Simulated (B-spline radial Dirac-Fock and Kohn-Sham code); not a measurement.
## Core and valence levels of Br²⁵⁺

System: the Br²⁵⁺ ion, [He] 2s2 2p6; nuclear rms radius 4.1629 fm (A = 79).

The run's input, task.json:

```json
{"items": [{
  "Z": 35,
  "q": 25,
  "cfg": [[1, 0, 2], [2, 0, 2], [2, 1, 6]],
  "A": 79,
  "rrms": 4.1629,
  "do": ["binding"]
}]}
```

Run with: `python xray_run.py task.json out`

Model: Dirac-Fock energy differences between relaxed states, corrected for Breit and QED terms. Program: a radial B-spline solver. Electron correlation is not included. Energies are counted from the vacuum level.

All terms are in eV, carry their sign (relaxation lowers the binding energy) and add up to the binding energy; ⟨r⟩ is the mean radius of the orbital in the initial state.

| subshell | −ε (Koopmans) | relaxation | Breit | QED | binding energy | ⟨r⟩ (bohr) |
| --- | --- | --- | --- | --- | --- | --- |
| K (1s) | 14770.4 | -20.02 | -20.03 | -9.88 | 14720.4 | 0.043 |
| L1 (2s) | 2957.8 | -2.17 | -1.77 | -1.15 | 2952.7 | 0.185 |
| L2 (2p1/2) | 2782.4 | -3.24 | -2.96 | 0.10 | 2776.3 | 0.159 |
| L3 (2p3/2) | 2732.6 | -3.04 | -1.98 | -0.01 | 2727.5 | 0.163 |

For the deepest level, K (1s), the Breit terms make up -0.136 % of the binding energy, QED -0.067 % and orbital relaxation -0.136 %.

Spin-orbit splittings: 2p 48.78 eV.

Going to the tabulated ground configuration of the next ion removes an electron from L3 (2p3/2), computed at 2727.5 eV. NIST lists 2731.4 ± 1.5 eV as the ionisation energy of this species (semi-empirical), +3.87 eV from the computed value.
